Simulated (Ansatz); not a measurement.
Ansatz (an electronic-structure program) input:

Ansatz 0.2 input:
```yaml
crystal:
  periodic: [false, false, false]
  atoms:
    - {symbol: N, position_ang: [-0.00000000, -0.00000000, -1.26217169]}
    - {symbol: C, position_ang: [-0.00000000, -0.00000000, -0.04055002]}
    - {symbol: O, position_ang: [0.00000000, 0.00000000, 1.13481274]}
basis:
  gaussian:
    orbitals: cc-pVQZ
magnetization: {spin_polarized: true, initial_magnetization: 1}
correlation: {method: ccsd_t, electrons: outside_noble_gas}
```

Question: What final total energy does it print?

Answer: -167.79891 Eh (CCSD(T)/cc-pVQZ). The basis has 165 functions.

It need not be the lowest isomer of its formula.
